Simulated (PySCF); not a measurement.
C3H8Si2, SMILES C#C[Si@@H](C)[SiH3].

Geometry optimised at PBE0-D3(BJ)/def2-SVP. The structure was generated by enumeration; whether it is a known compound was not checked.

Two levels are set side by side: PBE/def2-TZVP (PySCF) and ωB97X/def2-TZVP (PySCF). Same geometry, gas phase. Differences are taken from unrounded values.

```csv
quantity,ωB97X,PBE,PBE minus ωB97X
orbital gap (eV),11.64,5.33,-6.31
highest occupied level (eV),-9.91,-6.54,3.38
lowest empty level (eV),1.73,-1.21,-2.93
dipole moment (D),0.80,0.85,0.04
mean polarisability (bohr³),89.3,94.3,5.0
```

Without exact exchange PBE keeps part of each electron's self-repulsion, which lifts occupied levels and narrows the gap. PBE's more diffuse valence density responds more strongly to a field. Differences between two approximate levels are no errors against the true value.

Rough cost on one machine, each run with all the roots and properties that it gave: ωB97X against PBE within a factor of 2.
